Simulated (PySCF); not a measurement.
A GIAO shielding run with PySCF (density fitting, non-relativistic, gas phase) on SMILES C/C=C1\[SiH2][C@@H](CCl)[C@H]1F, C6H10ClFSi:

```
$ OMP_NUM_THREADS=1 python probes_run.py task.json out

{"job": {"kind": "nmr", "xc": "PBE0", "basis": "pcSseg-1"}, "charge": 0, "multiplicity": 1}
C      3.003730     0.368241    -0.002860
C      1.672341     1.005035    -0.193278
C      0.538310     0.334235    -0.335218
Si    -0.077641    -1.449984    -0.233958
C     -1.671765    -0.363789    -0.167284
C     -2.311263    -0.291278     1.202111
Cl    -2.947382    -1.890857     1.654913
C     -0.852259     0.906705    -0.485251
F     -1.112709     1.970035     0.357756
H      2.918227    -0.715457    -0.036702
H      3.692076     0.699480    -0.779823
H      3.426436     0.664425     0.956810
H      1.663334     2.090084    -0.205368
H      0.044650    -2.242568    -1.455097
H      0.228715    -2.202854     0.976223
H     -2.446577    -0.549732    -0.912117
H     -3.150111     0.406104     1.231686
H     -1.584257    -0.010919     1.964777
H     -1.043659     1.282344    -1.497290
```

Hardware: 1 thread of an Arm Neoverse V1, shared host. The job also computes population analyses, field gradients, ring-centre shieldings.

Question: How large is the calculation?

Answer: 86 electrons, 217 basis functions and 1169 auxiliary functions.

Question: How long does it take, and how much memory does it need?

Answer: 51 s of wall time, with 14 SCF cycles and 5 response iterations; peak memory 1.1 GiB. Times on a shared host scatter by some tens of per cent.
